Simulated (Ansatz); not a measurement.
Calculated with Ansatz (gas phase, PBE0-D4/def2-TZVP geometries, no zero-point term in ΔE). CCSD(T)/CBS adds triple-zeta CCSD(T) − MP2 to the extrapolated MP2 energy (def2 sets, frozen cores). DFT in def2-TZVPP. B3LYP here is the variant with VWN-RPA as its local correlation; programs differ in this. For Ge outer-core shells are correlated without core-valence functions, which leaves a few kJ/mol of doubt a bond. Scalar relativity is left out up to krypton. One conformer a species, not always the lowest.

`CO[SiH](F)O[SiH3]` + `[OH][GeH3]` → `CO[SiH](F)[O][GeH3]` + silanol  (ligand exchange at the Si–O bond)

`CO[SiH](F)O[SiH3]`:

```xyz
13

C    -1.117    1.759    1.226
O    -0.619    0.599    0.594
Si   -0.005    0.530   -0.904
F     1.197    1.566   -1.029
O     0.543   -0.962   -1.148
Si    1.069   -2.334   -0.410
H    -1.913    2.226    0.636
H    -1.528    1.468    2.193
H    -0.321    2.492    1.387
H    -0.985    0.896   -1.939
H     1.698   -3.185   -1.447
H    -0.080   -3.050    0.198
H     2.062   -2.004    0.643
```

`[OH][GeH3]`:

Z-matrix (Å, degrees):
```
Ge
O 1 1.783
H 1 1.531 2 104.3
H 1 1.541 2 109.9 3 119.6
H 1 1.541 2 109.9 3 -119.6
H 2 0.959 1 112.7 3 180.0
```

`CO[SiH](F)[O][GeH3]`:

Z-matrix (Å, degrees):
```
C
O 1 1.411
H 1 1.095 2 111.3
H 1 1.091 2 108.2 3 119.1
H 1 1.094 2 111.2 3 -121.5
Si 2 1.627 1 125.4 3 61.2
O 6 1.605 2 108.0 1 172.6
F 6 1.595 2 108.4 1 52.6
H 6 1.473 2 112.7 1 -64.6
Ge 7 1.786 6 133.3 2 -23.6
H 10 1.535 7 108.7 6 -45.6
H 10 1.534 7 107.9 6 75.6
H 10 1.533 7 104.8 6 -165.2
```

`O[SiH3]`:

Z-matrix (Å, degrees):
```
Si
O 1 1.648
H 1 1.489 2 111.7
H 1 1.489 2 111.7 3 120.9
H 1 1.481 2 105.9 3 -119.6
H 2 0.957 1 117.9 3 -60.5
```

```tsv
level	ΔE (kJ/mol)	difference from CCSD(T)/CBS
PBE-D4	-1.5	0.2
r2SCAN-D4	-1.4	0.3
PBE0-D4	-1.5	0.2
B3LYP-D4	-0.6	1.1
ωB97X-V	-2.1	-0.4
ωB97M-V	-2.5	-0.8
B2PLYP	-1.0	0.7
PBE	-1.0	0.7
r2SCAN	-1.3	0.4
PBE0	-1.1	0.6
B3LYP	0.2	1.9
HF/def2-TZVPP	0.1	1.8
MP2/def2-TZVPP	-2.8	-1.1
SCS-MP2/def2-TZVPP	-2.1	-0.4
CCSD/def2-TZVPP	-2.1	-0.4
CCSD(T)/def2-TZVPP	-2.7	-1.0
HF/def2-QZVPP	0.8	2.5
MP2/def2-QZVPP	-2.0	-0.3
SCS-MP2/def2-QZVPP	-1.3	0.4
HF/CBS(def2)	0.9	2.6
MP2/CBS(def2)	-1.9	-0.2
CCSD/CBS(def2)	-1.2	0.5
CCSD(T)/CBS	-1.7	0
```

Largest T1 diagnostic among the species: 0.012.
